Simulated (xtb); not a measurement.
Te(SMe)(SiH3) (CH6SSiTe), SMILES CS[Te][SiH3]. All values are semi-empirical tight-binding results from xtb (GFN2-xTB unless named), good for trends rather than for accurate numbers. Geometry: GFN2-xTB. The structure was generated by enumeration, and PubChem lists no compound with its InChIKey, so it may never have been made. The values are those of a single conformer.

Problem. Estimate the properties. (An estimate is asked for; the answer gives what the named calculation found.)

Solution. 
```
Item                                           Result
--------------------------------------  -------------
orbital gap                                   3.10 eV
zero-point energy                       39.0 kcal/mol
G − E(el) at 298.15 K (modified RRHO)   17.2 kcal/mol
static polarisability (D4 model)          102.2 bohr³
solvation energy, GFN2-xTB/ALPB(water)  -1.2 kcal/mol
solvation energy, GFN2-xTB/ALPB(thf)    -6.4 kcal/mol
```
